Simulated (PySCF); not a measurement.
**Electron correlation in C⁻ (carbon, charge -1)**

[He] 2s2 2p3, high-spin 4S determinant. Calculation: PySCF 2.14, in aug-cc-pwCVDZ (5s4p2d, 27 functions); no relativity, point nucleus. Frozen: 1s2; 5 electrons correlated.

```
  level  correlation energy (mhartree)
   CCSD                        -101.20
    (T)                          -3.12
CCSD(T)                        -104.32
  CCSDT                        -105.04
```

Diagnostics: T1 = 0.022, D1 = 0.0391, largest double amplitude 0.046.

Cost of the coupled-cluster step: of the order of 0.7 core-seconds, for 5 correlated electrons.

Iterations:

```
CC2 = 0
CCSD nocc = (np.int64(4), np.int64(1)), nmo = (26, 26)
frozen orbitals [[0], [0]]
max_cycle = 100
direct = 0
conv_tol = 1e-08
conv_tol_normt = 1e-06
diis_space = 8
diis_start_cycle = 0
Init t2, MP2 energy = -0.0828189469796636
Init E_corr(UCCSD) = -0.0828189469819004
cycle = 1  E_corr(UCCSD) = -0.0961563477537948  dE = -0.0133374008  norm(t1,t2) = 0.0523202
cycle = 2  E_corr(UCCSD) = -0.0993090889614061  dE = -0.00315274121  norm(t1,t2) = 0.0211673
cycle = 3  E_corr(UCCSD) = -0.101289806029016  dE = -0.00198071707  norm(t1,t2) = 0.0127282
cycle = 4  E_corr(UCCSD) = -0.101230846117612  dE = 5.89599114e-05  norm(t1,t2) = 0.00341401
cycle = 5  E_corr(UCCSD) = -0.101176175158169  dE = 5.46709594e-05  norm(t1,t2) = 0.00142875
cycle = 6  E_corr(UCCSD) = -0.10119507825246  dE = -1.89030943e-05  norm(t1,t2) = 0.000398763
cycle = 7  E_corr(UCCSD) = -0.101198834604371  dE = -3.75635191e-06  norm(t1,t2) = 0.000164244
cycle = 8  E_corr(UCCSD) = -0.10120014289504  dE = -1.30829067e-06  norm(t1,t2) = 3.95977e-05
cycle = 9  E_corr(UCCSD) = -0.101199534891547  dE = 6.08003493e-07  norm(t1,t2) = 6.7986e-06
cycle = 10  E_corr(UCCSD) = -0.101199565880452  dE = -3.09889046e-08  norm(t1,t2) = 1.59946e-06
cycle = 11  E_corr(UCCSD) = -0.101199550363523  dE = 1.55169283e-08  norm(t1,t2) = 3.98454e-07
cycle = 12  E_corr(UCCSD) = -0.10119954408781  dE = 6.27571344e-09  norm(t1,t2) = 1.05008e-07
UCCSD converged
E(UCCSD) = -37.80624501034883  E_corr = -0.10119954408781
UCCSD(T) correction = -0.00311810463694431
```
